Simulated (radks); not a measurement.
Excited configurations of Mo+: one electron is placed in a higher orbital outside [Kr] 4d4. The ground configuration is [Kr] 4d5. Calculated with a radial shooting solver on a logarithmic mesh with Libxc functionals: Dirac Kohn-Sham, PBE, spin-unpolarised, spherical densities, finite nucleus; open shells fill j = l - 1/2 first; Fermi nuclear charge, rms radius 4.4091 fm. Excitation = E - E(ground); binding = E(ion) - E, where the ion is the core of charge +2; n* = 2/sqrt(2 binding) in atomic units, and the quantum defect is n - n*.

| outer orbital | excitation (eV) | binding (eV) | n* | quantum defect | eigenvalue (eV) | <r> (bohr) |
|---|---|---|---|---|---|---|
| 4f5/2 | 11.733 | 3.557 | 3.911 | 0.089 | -2.493 | 8.465 |
| 5p1/2 | 5.192 | 10.099 | 2.321 | 2.679 | -7.420 | 3.860 |
| 6p1/2 | 10.311 | 4.979 | 3.306 | 2.694 | -3.888 | 8.108 |
| 6f5/2 | 13.553 | 1.737 | 5.598 | 0.402 | -1.355 | 21.58 |
| 7p1/2 | 12.282 | 3.009 | 4.253 | 2.747 | -2.400 | 13.68 |
| 7d3/2 | 13.113 | 2.178 | 4.999 | 2.001 | -1.728 | 18.23 |

The Delta-SCF ionisation energy is 15.290 eV (NIST Atomic Spectra Database: 16.2 eV, semi-empirical). Self-interaction in the functional shifts the binding energies and quantum defects, so they are the method's values and not measured ones. Spin polarisation and multiplet splitting are left out, so open shells lie too high by an amount that depends on their filling.

Beside tabulated values, note that spin-unpolarised runs miss the spin-polarisation part of the exchange energy of open shells.
